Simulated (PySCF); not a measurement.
Molecule: SMILES CC1=C[SiH2]C=C1, C5H8Si.

Mapped SMILES: `[CH3:1][C:2]1=[CH:3][SiH2:4][CH:5]=[CH:6]1`; H(Xn) means a hydrogen on atom n.

Geometry PBE0-D3(BJ)/def2-SVP throughout; GIAO in PySCF 2.14.0 with density-fitted response routines, gas phase, one conformer, non-relativistic; equivalent atoms averaged; basis pcSseg-1.

For orientation, BHandHLYP gives these shifts δ (against TMS at the same level): C6 162.2, C5 137.2, C3 125.6, Si4 -38.8, H(C6) 6.92, H(C5) 6.31, H(C3) 5.70, H(Si4) 4.42, H(C1) 2.08 ppm.

A run gave: C6 157.1, C5 131.7, C3 121.6, Si4 -38.3, H(C6) 6.98, H(C5) 6.29, H(C3) 5.73, H(Si4) 4.55, H(C1) 2.12 ppm (shifts δ (against TMS at the same level)).

Task: Which functional was used in that run?
A. mPW1PW91
B. B97-2
C. LC-wPBE
D. wB97X-D

Result: B. C6 tells them apart best: B97-2 gives 157.1, LC-wPBE gives 165.6, mPW1PW91 gives 160.9, wB97X-D gives 161.7 ppm.
